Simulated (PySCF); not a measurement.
## C₄H₈N₂O₂SSi: full NMR table

```yaml
Formula: C4H8N2O2SSi
SMILES: CS(=O)(=O)c1cncn1[SiH3]
Point_group_of_the_computed_structure: C1
Degrees_of_unsaturation: 3
Carbon_signals: 4
Proton_signals: 4
```

Molfile (atoms numbered from 1):
```
C4H8N2O2SSi
     RDKit          3D

 18 18  0  0  0  0  0  0  0  0999 V2000
    2.4411   -0.1948    0.4870 C   0  0  0  0  0  0  0  0  0  0  0  0
    1.1705   -1.0290   -0.4423 S   0  0  0  0  0  6  0  0  0  0  0  0
    0.4945   -1.9493    0.4863 O   0  0  0  0  0  0  0  0  0  0  0  0
    1.7659   -1.4986   -1.6835 O   0  0  0  0  0  0  0  0  0  0  0  0
   -0.0269    0.1887   -0.7970 C   0  0  0  0  0  0  0  0  0  0  0  0
   -0.1007    1.1397   -1.7901 C   0  0  0  0  0  0  0  0  0  0  0  0
   -1.2318    1.8753   -1.6302 N   0  0  0  0  0  0  0  0  0  0  0  0
   -1.8263    1.3783   -0.5697 C   0  0  0  0  0  0  0  0  0  0  0  0
   -1.1446    0.3411   -0.0004 N   0  0  0  0  0  0  0  0  0  0  0  0
   -1.7112   -0.6480    1.4077 Si  0  0  0  0  0  4  0  0  0  0  0  0
    1.9939    0.2632    1.3783 H   0  0  0  0  0  0  0  0  0  0  0  0
    3.1557   -0.9792    0.7722 H   0  0  0  0  0  0  0  0  0  0  0  0
    2.9215    0.5518   -0.1571 H   0  0  0  0  0  0  0  0  0  0  0  0
    0.6039    1.3069   -2.6039 H   0  0  0  0  0  0  0  0  0  0  0  0
   -2.7738    1.7303   -0.1599 H   0  0  0  0  0  0  0  0  0  0  0  0
   -2.9159    0.1409    1.8043 H   0  0  0  0  0  0  0  0  0  0  0  0
   -2.1249   -2.0109    1.0053 H   0  0  0  0  0  0  0  0  0  0  0  0
   -0.7188   -0.5957    2.5090 H   0  0  0  0  0  0  0  0  0  0  0  0
  1  2  1  0
  2  3  2  0
  2  4  2  0
  2  5  1  0
  5  6  2  0
  6  7  1  0
  7  8  2  0
  8  9  1  0
  9 10  1  0
  9  5  1  0
  1 11  1  0
  1 12  1  0
  1 13  1  0
  6 14  1  0
  8 15  1  0
 10 16  1  0
 10 17  1  0
 10 18  1  0
M  END
```

- PBE0-D3(BJ)/def2-SVP geometry
- shielding tensors at KT3/pcSseg-1 (GIAO)
- run in PySCF 2.14
- a single conformation, rapidly exchanging positions averaged, in vacuum, non-relativistic Hamiltonian

References, each an isolated molecule treated in the same way: ¹H, ¹³C, ²⁹Si vs TMS; ¹⁵N against NH3; ¹⁷O vs H2O; CS2 for ³³S.

| carbon | δC, type | δH (multiplicity) | HMBC from (2–3 bonds) | span of the C tensor (ppm) |
| --- | --- | --- | --- | --- |
| C1 | 47.9, CH3 | 2.79 (s) | – | 70 |
| C5 | 127.1, C | – | H14, H15, H16/H17/H18, H11/H12/H13 | 100 |
| C6 | 128.5, CH | 7.47 (m) | H15 | 142 |
| C8 | 136.3, CH | 7.26 (m) | H14, H16/H17/H18 | 120 |

Other nuclei:
| atoms | nucleus | environment | δ (ppm) | σ (ppm) |
| --- | --- | --- | --- | --- |
| H16/H17/H18 | ¹H | hydrogen on a silicon bonded to N | 4.87 | 26.45 |
| Si10 | ²⁹Si | silicon bonded to N, 3 H | -52.6 | 418.1 |
| N7 | ¹⁵N | pyridine-type nitrogen of an azole | 294.0 | -32.0 |
| N9 | ¹⁵N | pyrrole-type ring nitrogen | 181.0 | 81.0 |
| O3/O4 | ¹⁷O | S=O oxygen | 225.0 | 104.0 |
| S2 | ³³S | sulfone sulfur | 269 | 247.0 |

1. Carbon types of the structure: 1 × C, 2 × CH, 1 × CH3, leaving 3 H on heteroatoms.
2. δC 136.3: aromatic CH between two ring heteroatoms.
3. δC 128.5: aromatic CH next to a ring nitrogen.
4. δC 127.1: aromatic carbon bearing sulfur.
5. δH 7.47: hydrogen on an aromatic CH next to a ring nitrogen; the ring current deshields protons in the ring plane.
6. δH 7.26: hydrogen on an aromatic CH between two ring heteroatoms; aromatic region.

Shifts are as computed, not scaled to solution data. Of 1309 compounds with measured shifts, 239 miss one by over three times the rms of a fit or turn the order of signals round; such compounds aren't used in these exercises. Experimental scales use liquid or dissolved standards, which lie at an offset from isolated NH3 (liquid NH3: subtract about 20 ppm) and H2O (liquid H2O: subtract about 36 ppm). Unscaled 15N shifts of sp2 nitrogen come out 20 to 40 ppm too high even then. Multiplicities follow the n + 1 count of equivalent neighbours, as no J values were calculated; m marks all less simple cases, F and P coupling included.
